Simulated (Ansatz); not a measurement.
`F[SiH2]BC[SiH3]` and `BBC[SiH3]` differ in one atom or group.

Ansatz, PBE0-D4/def2-TZVP geometries, multiplicity 1. Each molecule was computed in one conformer, which needn't be the lowest.

| property | `F[SiH2]BC[SiH3]` |
| --- | --- |
| HOMO energy (PBE/def2-TZVPP) / eV | -6.73 |
| size of the dipole moment (B3LYP/def2-TZVPP) / D | 2.61 |
| HOMO–LUMO gap (PBE0/def2-TZVPP) / eV | 5.91 |
| HOMO energy (B3LYP/def2-TZVPP) / eV | -7.83 |
| HOMO energy (ωB97M-V/def2-TZVPP) / eV | -10.18 |
| LUMO energy (B3LYP/def2-TZVPP) / eV | -2.26 |

Problem. Give the same properties after the change, and the shifts. (Estimate.)

Solution. Computed: 
```tsv
property	`BBC[SiH3]`	shift
HOMO energy (PBE/def2-TZVPP) / eV	-6.75	-0.02
size of the dipole moment (B3LYP/def2-TZVPP) / D	0.90	-1.71
HOMO–LUMO gap (PBE0/def2-TZVPP) / eV	6.46	0.55
HOMO energy (B3LYP/def2-TZVPP) / eV	-7.91	-0.08
HOMO energy (ωB97M-V/def2-TZVPP) / eV	-10.37	-0.19
LUMO energy (B3LYP/def2-TZVPP) / eV	-1.85	0.41
```

With PBE0 the HOMO falls by 0.07 eV and the LUMO rises by 0.46 eV, so the gap widens by about 0.53 eV. PBE moves the HOMO by -0.02 eV and ωB97M-V by -0.19 eV. Dipoles are sizes alone; their direction can turn.

B3LYP here is the variant with VWN-RPA as its local correlation; programs differ in this.
